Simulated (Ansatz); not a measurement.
`O=C=[N][SnH]([F])[F]` + H–F → `[F][SnH]([F])[F]` + `N=C=O`  (ligand exchange at the Sn–N bond)

Computed with Ansatz on PBE0-D4/def2-TZVP structures; ΔE is electronic, products minus reactants. CCSD(T)/CBS is the MP2 limit (def2-TZVPP, def2-QZVPP) plus CCSD(T) − MP2 in def2-TZVPP, frozen cores. This one scheme is used for every species. Functionals use def2-TZVPP. HSE06 is defined as in plane-wave codes. Elements past krypton have def2 core potentials. For Sn outer-core shells are correlated without core-valence functions, which leaves a few kJ/mol of doubt a bond. One conformer a species, not always the lowest.

| level | ΔE (kcal/mol) |
| --- | --- |
| r2SCANh | -3.4 |
| HSE06 | -2.4 |
| BHLYP | -2.5 |
| LC-ωPBE | -3.2 |

What does CCSD(T)/CBS give? (Estimate.)

Computed: -0.4 kcal/mol. The listed levels differ from it by -3.0, -2.0, -2.1, -2.8 kcal/mol.

Largest T1 diagnostic among the species: 0.018.

From r2SCAN to r2SCAN0 (25 % exact exchange), in def2-TZVPP and without D4, ΔE moves by +2.1 kcal/mol. At CCSD(T), def2-SVP lies −1.4 kcal/mol from the extrapolated value and def2-TZVPP +0.7 kcal/mol. The D4 term adds +1.6 kcal/mol with B3LYP and +0.9 kcal/mol with PBE0; it sums over pairs of atoms, weighted by their polarisabilities, and B3LYP, whose exchange is more repulsive, gets the larger term.

B3LYP here is the variant with VWN-RPA as its local correlation; programs differ in this.
